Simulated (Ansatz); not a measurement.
Ansatz (a program for electronic structure) input file for GeHClBr₂, SMILES [Cl][GeH]([Br])[Br], PBE-D3(BJ)/def2-SVP. 

Ansatz 0.2 input:
```yaml
crystal:
  periodic: [false, false, false]
  atoms:
    - {symbol: Ge, position_ang: [0.51599256, -0.39073060, 0.00000000]}
    - {symbol: Cl, position_ang: [-0.40993016, -2.34019084, 0.00000000]}
    - {symbol: Br, position_ang: [-0.16547444, 0.75475351, -1.88300018]}
    - {symbol: Br, position_ang: [-0.16547444, 0.75475351, 1.88300017]}
    - {symbol: H, position_ang: [2.04026126, -0.54612224, 0.00000000]}
basis:
  gaussian:
    orbitals: def2-SVP
hamiltonian:
  xc: pbe
  dispersion: d3bj
relax: {f_tol: 0.002, max_steps: 200}
```

It prints:

```
WARN ansatz: RAYON_NUM_THREADS=1 ignored (pool sized by the plan → 1); use --threads N
Functional definition: PBE
integrals: 0.08 GiB planned
1294 factors; their error is unknown
mean field: 0.35 GiB planned
mean field evaluation 1: about -209089.7975 eV, gradient 2.5e1 eV
mean field evaluation 2: about -209088.9436 eV, gradient 3.4e1 eV
mean field evaluation 4: about -209090.6720 eV, gradient 1.6e0 eV
mean field evaluation 8: about -209090.6809 eV, gradient 1.6e-1 eV
mean field evaluation 16: about -209090.5331 eV, gradient 5.4e-5 eV
mean field -209090.53314206 eV, -7683.9353663169 hartree, gradient 5.4e-5 eV, S^2 0.000000; 0 other end points of the search recorded, 0 dependent functions left out
the calculation of the forces begins
reference -209090.53317294 eV, -7683.9353674519 hartree; 60, 60 occupied and 59, 59 virtual orbitals, 1294 factors
relax step   1: F+E_penalty+E_count = -209090.71273019 eV  Δ(F+E_penalty+E_count) = +0.000e0 eV  max|allowed force component| = 1.891e-1 eV/Å  Δτ_max = 0.0000 Å  (27 SCF iters, accepted)
these checks for a lower state are left out or cut short: starts, cluster_reference, orbital_swaps, neighbouring_geometries, increment
integrals: 0.08 GiB planned
1294 factors; their error is unknown
mean field: 0.35 GiB planned
mean field -209090.53477948 eV, -7683.9354264911 hartree, gradient 3.5e-5 eV, S^2 0.000000; 0 other end points of the search recorded, 0 dependent functions left out
the calculation of the forces begins
reference -209090.53481040 eV, -7683.9354276272 hartree; 60, 60 occupied and 59, 59 virtual orbitals, 1294 factors
relax step   2: F+E_penalty+E_count = -209090.71400707 eV  Δ(F+E_penalty+E_count) = -1.277e-3 eV  max|allowed force component| = 3.155e-2 eV/Å  Δτ_max = 0.0071 Å  (26 SCF iters, accepted)
these checks for a lower state are left out or cut short: starts, cluster_reference, orbital_swaps, neighbouring_geometries, increment
integrals: 0.08 GiB planned
1294 factors; their error is unknown
mean field: 0.35 GiB planned
mean field -209090.53481758 eV, -7683.9354278913 hartree, gradient 3.3e-5 eV, S^2 0.000000; 0 other end points of the search recorded, 0 dependent functions left out
the calculation of the forces begins
reference -209090.53484850 eV, -7683.9354290276 hartree; 60, 60 occupied and 59, 59 virtual orbitals, 1294 factors
relax step   3: F+E_penalty+E_count = -209090.71404346 eV  Δ(F+E_penalty+E_count) = -3.640e-5 eV  max|allowed force component| = 1.578e-3 eV/Å  Δτ_max = 0.0018 Å  (19 SCF iters, accepted)
integrals: 0.08 GiB planned
1294 factors; their error is unknown
mean field: 0.35 GiB planned
mean field evaluation 32: about -209089.7961 eV, gradient 2.5e1 eV
mean field -209090.53481758 eV, -7683.9354278913 hartree, gradient 3.3e-5 eV, S^2 0.000000; 1 other end points of the search recorded, 0 dependent functions left out
the calculation of the forces begins
reference -209090.53484850 eV, -7683.9354290276 hartree; 60, 60 occupied and 59, 59 virtual orbitals, 1294 factors
Total energy: -209090.71407438 eV, -7683.9420154572 hartree
Atom 0 at     0.513603    -0.389593     0.000000 Å, force     0.000045     0.001578    -0.000000 eV/Å
Atom 1 at    -0.412558    -2.343767    -0.000000 Å, force    -0.000406    -0.001393    -0.000000 eV/Å
Atom 2 at    -0.167414     0.756511    -1.885391 Å, force     0.000386    -0.000166     0.000103 eV/Å
Atom 3 at    -0.167414     0.756511     1.885391 Å, force     0.000386    -0.000166    -0.000103 eV/Å
Atom 4 at     2.049157    -0.547199     0.000000 Å, force    -0.000411     0.000147     0.000000 eV/Å
Dipole moment:     0.252476     0.021097    -0.000000 e Å
```

Self-consistency was reached.
